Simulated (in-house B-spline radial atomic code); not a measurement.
Values are calculated unless marked as measured or tabulated.
C6 from the polarisability at imaginary frequency: Si2+

BP86 linear response of the closed shell [Ne] 3s2, from an all-electron radial atomic-structure program (B-spline basis); scalar-relativistic (spin-free one-electron X2C), finite nucleus, no spin-orbit coupling.

The dispersion coefficient of two like species is C6 = (3/π) ∫ α(iu)² du from 0 to ∞.

```tsv
u (hartree)	α(iu) (bohr³)
0	11.47
0.156	9.857
0.364	6.115
0.624	3.294
1.04	1.558
1.56	0.838
2.34	0.4655
3.64	0.2583
5.2	0.1629
7.79	0.09421
13	0.04358
26	0.01342
```

Task: Fit one oscillator, α(iu) = α(0)/(1 + u²/ω²), through u = 0.156 and estimate C6.

Result: From α(0)/α(iu) − 1 = 11.47/9.857 − 1 = 0.1636, ω = u/√0.1636 = 0.3856 hartree (10.5 eV). London's formula gives C6 = (3/4) α(0)² ω = 0.75 × 11.47² × 0.3856 = 38.05 hartree·bohr⁶, and the oscillator holds f = α(0) ω² = 1.71 electrons, of a sum of oscillator strengths of 12.0.

Task: How does that compare with the full integral?

Result: The program's quadrature over all excitations gives C6 = 39.09, so the single oscillator is off by -2.6 %. At the last point the fit gives α = 0.00252 against 0.0134: higher excitations, and deeper shells where there are any, keep the true curve higher at large u.
